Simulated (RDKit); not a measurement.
RDKit input (MMFF94):

```python
from rdkit import Chem
from rdkit.Chem import AllChem, rdDetermineBonds

mol = Chem.MolFromXYZFile('mol.xyz')
rdDetermineBonds.DetermineBonds(mol, charge=-1)
print('SMILES', Chem.MolToSmiles(Chem.RemoveHs(mol)))
ff = AllChem.MMFFGetMoleculeForceField(mol, AllChem.MMFFGetMoleculeProperties(mol))
e0 = ff.CalcEnergy()
flag = ff.Minimize(maxIts=5000, forceTol=1e-5)
print(f'energy {e0:.4f} -> {ff.CalcEnergy():.4f} kcal/mol, converged: {flag == 0}')
print(Chem.MolToXYZBlock(mol))
```
mol.xyz:
```
7

C      1.89810304    -0.00695638    -0.13375735
C      0.71704237    -0.18849680     0.06093693
C     -0.77587317    -0.34474074     0.26312233
O     -1.51511058     0.61783038    -0.26041654
H      2.92521377     0.18217212    -0.32181517
H     -0.86507089    -0.48866269     1.38731378
H     -0.97489164    -1.39498896    -0.12397777
```

Output:

```
SMILES C#CC[O-]
energy 8.6800 -> 5.1441 kcal/mol, converged: True
7

C      1.857558    0.002252   -0.136358
C      0.680286   -0.158111    0.045378
C     -0.769980   -0.370486    0.278148
O     -1.404683    0.642919   -0.283515
H      2.892998    0.164339   -0.308819
H     -0.870523   -0.516142    1.365649
H     -0.976244   -1.388614   -0.089078
```

The dipole moment of an ion depends on the origin.

The geometry given is a B3LYP-D3(BJ)/def2-TZVP minimum.
